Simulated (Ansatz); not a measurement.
`F[C]1([InH2])C=N1`. Charge 0, multiplicity 1. In takes the def2 core potential.

Z-matrix (Å, degrees):
```
C
In 1 2.164
C 1 1.434 2 129.8
F 1 1.388 2 113.6 3 -159.9
N 1 1.507 2 121.1 3 62.2
H 2 1.722 1 115.1 3 -14.2
H 2 1.715 1 119.5 3 166.0
H 3 1.083 1 152.9 2 -85.6
```

Question: List the harmonic frequencies (cm⁻¹, unscaled) at PBE0-D4/def2-TZVP in Ansatz. (Best estimate.)

Answer: Computed: 85, 158, 200, 262, 381, 461, 524, 538, 581, 786, 836, 1004, 1045, 1282, 1747, 1828, 1848, 3224.

Question: Is this a minimum?

Answer: Yes, all 18 modes are real.

Question: Give the ideal-gas thermochemistry at 298.15 K and 1 bar (rigid rotor, harmonic oscillator; point group C1, symmetry number 1).

Answer: Zero-point energy 100.4 kJ/mol; H(298) − E = 120.4 kJ/mol; entropy 347.6 J/(mol·K), of which translation 173.3, rotation 115.0, vibration 59.4; G(298) − E = 16.7 kJ/mol. Modes under 100 cm⁻¹ are hindered rotations or soft bends, so the harmonic entropy is rough.

Question: Rotational constants (cm⁻¹)?

Answer: 0.2238, 0.05301, 0.04576.
